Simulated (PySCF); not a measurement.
Simulation results for B2H2N, BH3NOSi

All values are calculated (PySCF 2.14.0). Calculation on a computer-drawn molecule: the log of a Hartree-Fock and frozen-core CCSD(T) single point meant for a local Hartree-Fock minimum, with one planted fault or none, to be diagnosed. Offsets are logged minus clean, where the clean run is the same molecule without the fault. The reference is restricted for singlets and unrestricted otherwise, and also for a bond in bohr or an excited solution. Adding or removing an electron swaps singlet and doublet. The excited solution moves the top pair (singlet) or top alpha electron (doublet) to the lowest empty orbital. Highest occupied and lowest empty are orbital energies over both spins, largest force is the largest gradient component, triples share is (T) over the correlation energy, the T1 limit is 0.02 restricted and 0.045 unrestricted, electrons count all cores, a negative frequency is imaginary (commonest isotopes), and the dipole is about the centre of nuclear charge.

Common to all runs: meant charge 0; meant multiplicity 2; logged SCF converged yes; logged CC converged yes; logged SCF stable within its kind yes; possible faults no fault, one electron removed, one electron added, multiplicity raised by two, geometry at a saddle point, SCF held on an excited solution, minimal basis STO-3G, one bond length entered in bohr, all coordinates scaled.

(1) 
```xyz
5
formula=B2H2N meant_basis=cc-pVDZ logged_electrons=19 logged_basis_functions=52 logged_spin_squared=0.776 logged_highest_occupied=-7.7258 logged_lowest_empty=2.0556 logged_largest_force=0.050109 logged_T1_diagnostic=0.018557 logged_D1_diagnostic=0.055294 logged_triples_share=0.03452 logged_dipole_magnitude=2.1306 logged_energy_HF=-104.95162 logged_energy_CCSD(T)=-105.2763 planted_fault=all_coordinates_scaled,by_-4.3_% HF_energy_offset_from_clean_run=7.254 CCSD(T)_energy_offset_from_clean_run=11.33
B      1.1646     0.7798    -2.5615
N      1.9092     1.3099    -1.7892
B      2.6513     1.8826    -0.8604
H      0.4653     0.2833    -3.2820
H      3.7119     2.2995    -0.9777
```

Units: logged_highest_occupied, logged_lowest_empty in eV; logged_largest_force in hartree/bohr; logged_dipole_magnitude in debye; logged_energy_HF, logged_energy_CCSD(T) in hartree; HF_energy_offset_from_clean_run, CCSD(T)_energy_offset_from_clean_run in kcal/mol.

Drawn bonds:
```
atom  other atom  order
   1           2      1
   2           3      2
   1           4      1
   3           5      1
```

(2) 
```xyz
7
formula=BH3NOSi meant_basis=cc-pV(D+d)Z logged_electrons=37 logged_basis_functions=27 logged_spin_squared=0.7641 logged_highest_occupied=-5.7021 logged_lowest_empty=5.9167 logged_largest_force=0.065022 logged_T1_diagnostic=0.022247 logged_D1_diagnostic=0.085454 logged_triples_share=0.033316 logged_dipole_magnitude=1.6606 logged_energy_HF=-439.30065 logged_energy_CCSD(T)=-439.52189
B     -1.8819     1.4378     0.6373
N     -0.8908     2.1795     0.5162
Si     0.4229     3.2195     0.1833
O      1.8144     2.7013     0.9063
H     -2.8126     0.7358     0.7586
H      0.1698     4.5672     0.7349
H      2.1086     1.8190     0.7360
```

Units: logged_highest_occupied, logged_lowest_empty in eV; logged_largest_force in hartree/bohr; logged_dipole_magnitude in debye; logged_energy_HF, logged_energy_CCSD(T) in hartree.

Drawn bonds:
```
atom  other atom  order
   1           2      1
   2           3      2
   3           4      1
   1           5      1
   3           6      1
   4           7      1
```

(3) 
```xyz
7
formula=BH3NOSi meant_basis=cc-pV(D+d)Z logged_electrons=36 logged_basis_functions=80 logged_spin_squared=0 logged_highest_occupied=-17.746 logged_lowest_empty=-6.3835 logged_largest_force=0.11158 logged_T1_diagnostic=0.020206 logged_D1_diagnostic=0.067939 logged_triples_share=0.033122 logged_dipole_magnitude=3.2241 logged_energy_HF=-444.46222 logged_energy_CCSD(T)=-445.00483
B     -1.8819     1.4378     0.6373
N     -0.8908     2.1795     0.5162
Si     0.4229     3.2195     0.1833
O      1.8144     2.7013     0.9063
H     -2.8126     0.7358     0.7586
H      0.1698     4.5672     0.7349
H      2.1086     1.8190     0.7360
```

Units: logged_highest_occupied, logged_lowest_empty in eV; logged_largest_force in hartree/bohr; logged_dipole_magnitude in debye; logged_energy_HF, logged_energy_CCSD(T) in hartree.

Drawn bonds:
```
atom  other atom  order
   1           2      1
   2           3      2
   3           4      1
   1           5      1
   3           6      1
   4           7      1
```

Notes: T1 above single-reference limit.

Q: Which fault was planted in the run of BH3NOSi (entry 2)?
A: minimal basis STO-3G

Q: Which fault was planted in the run of BH3NOSi (entry 3)?
A: one electron removed

Further results for BH3NOSi (entry 2):

* HF energy offset from clean run: 3410 kcal/mol
* CCSD(T) energy offset from clean run: 3612 kcal/mol

Further results for BH3NOSi (entry 3):

* HF energy offset from clean run: 170.6 kcal/mol
* CCSD(T) energy offset from clean run: 171.8 kcal/mol
